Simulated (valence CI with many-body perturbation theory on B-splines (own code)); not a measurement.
## As²⁰⁺: fill in the table

Calculated by configuration interaction combined with many-body perturbation theory (CI+MBPT): three valence electrons over a frozen Dirac-Fock core [Ne], radial functions for each j: 11 s, 11 p, 9 d, 7 f, 5 g, 2 h, 1 i, with the one-electron correlation potential Σ1 (screened to all orders), the two-electron term Σ2, the three-electron term Σ3, Breit, model QED; selected single and double excitations, second order for the rest (own B-spline code, finite nucleus).

No measured spectrum was set against this ion. As an estimate, levels of excited configurations hold to 0.05 to 0.15 % of their energy, terms of the ground configuration to about 0.5 %.

| Level | E (cm⁻¹) |
| --- | --- |
| 3s²3p ²P°_1/2 | 0 |
| 3s²3p ²P°_3/2 | 63587 |
| 3s3p² ⁴P_1/2 | 351920 |
| 3s3p² ⁴P_3/2 | 383180 |
| 3s3p² ⁴P_5/2 | 410110 |
| 3s3p² ²D_3/2 | 483400 |
| 3s3p² ²D_5/2 | ? |
| 3s3p² ²P_1/2 | ? |
| 3s3p² ²S_1/2 | 624570 |
| 3s3p² ²P_3/2 | 636340 |
| 3s²3d ²D_3/2 | ? |
| 3s²3d ²D_5/2 | ? |
| 3p³ ²D°_3/2 | 895610 |
| 3p³ ²D°_5/2 | 922100 |
| 3p³ ⁴S°_3/2 | 931040 |
| 3s3p3d ⁴F°_3/2 | 979550 |
| 3s3p3d ⁴F°_5/2 | ? |
| 3p³ ²P°_1/2 | 1012200 |
| 3s3p3d ⁴F°_7/2 | ? |
| 3p³ ²P°_3/2 | 1035600 |

Names give the largest LS component (configuration and term), which can be under half, so a name can repeat, a term be missing and a line seem to break the LS rules; names also repeat where a configuration has a term twice.

Task: The levels stand in rising order. What does the calculation give for the missing energies?

Result: 3s3p² ²D_5/2 499470; 3s3p² ²P_1/2 561080; 3s²3d ²D_3/2 720420; 3s²3d ²D_5/2 728990; 3s3p3d ⁴F°_5/2 992870; 3s3p3d ⁴F°_7/2 1013200.
